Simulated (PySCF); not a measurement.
Compound: C4H8BCl.
Z-matrix (Å and degrees, PBE0-D3(BJ)/def2-SVP geometry), rows numbered from 1:
```
Cl
B   1  1.7568
C   2  1.5685  1  125.45
C   3  1.5371  2  102.87  1   168.77
C   4  1.5347  3  105.50  2    30.30
C   5  1.5369  4  105.47  3   -39.26
H   3  1.1095  2  105.64  1   -75.49
H   3  1.1005  2  116.28  1    41.42
H   4  1.1014  3  113.67  2   154.09
H   4  1.1042  3  109.26  2   -87.09
H   5  1.1042  4  109.29  3    78.05
H   5  1.1014  4  112.58  3  -163.79
H   6  1.1096  2  105.59  1   -76.07
H   6  1.1004  2  116.29  1    40.85
```

Level: CAM-B3LYP/def2-SVPD in PySCF, non-relativistic, on one gas-phase PBE0-D3(BJ)/def2-SVP geometry that isn't relaxed in the solvent. The solvent is an IEF-PCM continuum (Bondi radii, 1.10 Å for H, scaled by 1.2), and excitations are vertical TDDFT with non-equilibrium linear response and a frozen core. Specific hydrogen bonds and non-electrostatic terms are outside this model.

Gas-phase singlets (H = HOMO, L = LUMO):

| state | E (eV) | λ (nm) | f | leading configurations |
| --- | --- | --- | --- | --- |
| S1 | 5.540 | 224 | 0.000 | H→L 97% |
| S2 | 7.393 | 168 | 0.040 | H→L+1 95% |
| S3 | 7.479 | 166 | 0.004 | H-4→L 43%, H-3→L 40%, H-1→L 14% |
| S4 | 7.676 | 162 | 0.067 | H-2→L 50%, H-6→L 25%, H-5→L 21% |
| S5 | 7.713 | 161 | 0.029 | H-1→L 83%, H-3→L 13% |

**Question.** How does the list change in chloroform (ε = 4.711)?

**Answer.** 
```json
{"state": "S1", "E (eV)": "5.577", "λ (nm)": "222", "f": "0.000", "leading configurations": "H→L 97%", "change by rank (eV)": "+0.037"}
{"state": "S2", "E (eV)": "7.419", "λ (nm)": "167", "f": "0.065", "leading configurations": "H→L+1 94%", "change by rank (eV)": "+0.026"}
{"state": "S3", "E (eV)": "7.465", "λ (nm)": "166", "f": "0.008", "leading configurations": "H-5→L 38%, H-2→L 30%, H-1→L 28%", "change by rank (eV)": "-0.014"}
{"state": "S4", "E (eV)": "7.603", "λ (nm)": "163", "f": "0.029", "leading configurations": "H-1→L 67%, H-2→L 21%, H-5→L 9%", "change by rank (eV)": "-0.073"}
{"state": "S5", "E (eV)": "7.716", "λ (nm)": "161", "f": "0.097", "leading configurations": "H-3→L 59%, H-4→L 21%, H-6→L 17%", "change by rank (eV)": "+0.003"}
```

**Question.** Give the list for tetrahydrofuran (ε = 7.426), n² = 1.97.

**Answer.** 
```
state  E (eV)  λ (nm)      f           leading configurations  change by rank (eV)
   S1   5.585     222  0.000                          H→L 97%               +0.045
   S2   7.425     167  0.066                        H→L+1 93%               +0.032
   S3   7.465     166  0.008  H-5→L 37%, H-1→L 32%, H-2→L 28%               -0.014
   S4   7.593     163  0.027  H-1→L 64%, H-2→L 23%, H-5→L 11%               -0.083
   S5   7.728     160  0.086  H-3→L 56%, H-4→L 23%, H-6→L 17%               +0.015
```

**Question.** The ground-state energy changes by -0.062 eV from gas to tetrahydrofuran. By how much does the total energy of gas-phase S1 change?

**Answer.** E(S1) = E(S0) + excitation energy, so it changes by -0.062 + 0.045 = -0.017 eV: it is lowered less than the ground state, which is what a blue shift means. This is the vertical state, with the slow part of the continuum still set for S0.

**Question.** How do the frontier levels move from gas to tetrahydrofuran?

**Answer.** 
```
orbital  gas (eV)  solvent (eV)  change (eV)
 LUMO+2      1.66          1.75        +0.09
 LUMO+1      0.83          0.92        +0.09
   LUMO      0.35          0.47        +0.12
   HOMO     -9.34         -9.30        +0.04
 HOMO-1    -10.58        -10.34        +0.24
 HOMO-2    -10.83        -10.74        +0.09
 HOMO-3    -10.94        -10.86        +0.08
```

The HOMO–LUMO gap goes from 9.69 to 9.77 eV. Rows go by rank; for HOMO-3, HOMO-2 and HOMO-1 the atom shares or the degeneracy differ between the runs, so the row needn't follow one orbital.
